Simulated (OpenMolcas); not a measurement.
Computed levels of 4f² in ions with 56 electrons, in cm-1 above ³H₄.

| Quantity | Value |
| --- | --- |
| Program | OpenMolcas |
| Method | CASSCF |
| Basis | ANO-R2 |
| Scalar Hamiltonian | X2C, finite nucleus |
| Spin-orbit coupling | state interaction with AMFI integrals over the reference wave functions, term energies averaged over their components |

Active space for each ion: 2 electrons in 14 orbitals (4f 5f).

```json
{"Level": "³H₅", "Ce2+": "1667", "Nd4+": "2988"}
{"Level": "³H₆", "Ce2+": "3442", "Nd4+": "6098"}
{"Level": "³F₂", "Ce2+": "5481", "Nd4+": "7720"}
{"Level": "¹G₄", "Ce2+": "6500", "Nd4+": "9623"}
{"Level": "³F₃", "Ce2+": "6528", "Nd4+": "9640"}
{"Level": "³F₄", "Ce2+": "8750", "Nd4+": "13595"}
```

Estimate ³H₆, ³F₂, ¹G₄ for Pr3+ from its neighbours Ce2+ and Nd4+.

³H₆ is fine structure, which grows about as the fourth power of a screened charge, so the fourth roots are averaged: ((3442^0.25 + 6098^0.25) / 2)^4 = 4628. The calculation gives 4736, so the estimate is off by -2.3 %; the measured value is 4389 (Martin, Zalubas and Hagan, Atomic Energy Levels: The Rare-Earth Elements, NSRDS-NBS 60 (1978)).
³F₂ is another term, which grows about linearly with the charge: (5481 + 7720) / 2 = 6600. The calculation gives 6731, so the estimate is off by -1.9 %; the measured value is 4997 (Martin, Zalubas and Hagan, Atomic Energy Levels: The Rare-Earth Elements, NSRDS-NBS 60 (1978)).
¹G₄ is another term, which grows about linearly with the charge: (6500 + 9623) / 2 = 8062. The calculation gives 8190, so the estimate is off by -1.6 %.

Mixed levels, with the weight of the term that names them: Ce2+ ¹G₄ (53 %), Ce2+ ³F₄ (54 %), Pr3+ ¹G₄ (52 %), Pr3+ ³F₄ (53 %), Nd4+ ¹G₄ (51 %), Nd4+ ³F₄ (54 %).

Without dynamic correlation excited terms often stand tens of per cent too high (terms of higher spin than the ground term too low), and those without a measured partner can miss by more than the paired ones. Active for correlation alone: 5f; no level in the range computed is led by a configuration that fills it, so any true level of that kind is missing. Computed and measured levels are paired by configuration, term and J; levels that our copy of the source lacks, or whose pairing is in doubt (as where it misses far off the trend of its configuration), stay unpaired and out of the deviations. Only configurations of the active space appear.
